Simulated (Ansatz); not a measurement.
Strength of the Ge–H bond: GeH3(SH) → GeH2(SH) + H

Species: GeH3(SH), singlet; GeH2(SH), doublet; H atom, doublet. 

Shapes, held fixed at every level: PBE0-D4/def2-TZVP. Flexible molecules stand in one conformer, not always the lowest. Programs: Ansatz 0.2.0. The zero-point and thermal change to 298 K, harmonic and unscaled (PBE0-D4/def2-TZVP), is -18.2 kJ/mol.

**Question.** Estimate ΔH(298 K) of this reaction.

**Answer.** The highest level, CCSD(T)/def2-TZVPP, gives ΔH(298 K) = +345.7 kJ/mol; the levels span +265.8 to +345.7. The column of differences is taken from that level and isn't an error. Hartree–Fock misses the correlation of the pair that is broken and comes out low. No measured value is set beside it here. Open shells run unrestricted unless RO is named. Relativity is left out for Ge unless named. Correlated rows may include outer-core shells of Ge, which these sets cover unevenly.

| level | kind | ΔH(298 K) (kJ/mol) | less CCSD(T)/def2-TZVPP |
| --- | --- | --- | --- |
| HF/def2-SVP | Hartree–Fock | +268.4 | -77.3 |
| HF/def2-TZVPP | Hartree–Fock | +265.8 | -79.9 |
| PBE-D4/def2-TZVPP | GGA | +321.3 | -24.4 |
| r2SCAN-D4/def2-TZVPP | meta-GGA | +328.7 | -17.0 |
| r2SCAN0-D4/def2-TZVPP | global hybrid | +331.4 | -14.3 |
| MP2/def2-SVP | perturbation theory | +325.0 | -20.7 |
| CCSD/def2-TZVPP | coupled cluster or CI | +345.6 | -0.1 |
| CCSD(T)/def2-TZVPP | coupled cluster or CI | +345.7 | 0.0 |
